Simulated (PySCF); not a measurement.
**Radial density of Tc (technetium, neutral)**

B3LYP, [Kr] 4d6 5s1, high-spin 6D determinant (an excited configuration). Computed with PySCF 2.14 in aug-cc-pwCVTZ-PP with ECP28MDF (8s8p7d4f3g, 122 functions), with scalar relativity through the core potential. This is the valence pseudo-density: the core potential removes the inner electrons and smooths the orbitals near the nucleus.

```tsv
r (bohr)	4πr²ρ (e/bohr)	4πr²(ρα − ρβ)
0.0330	2.109e-05	0.0000
0.0555	5.083e-05	0.0000
0.0933	0.0001733	0.0000
0.157	0.001514	0.0003
0.264	0.02490	0.0060
0.444	0.6823	0.1098
0.747	7.965	1.1039
1.26	10.69	2.5156
2.11	3.015	1.6338
3.56	0.6742	0.5137
5.98	0.06225	0.0495
10.1	0.0007302	0.0006
```

Energies and moments cover only the electrons outside the core potential.
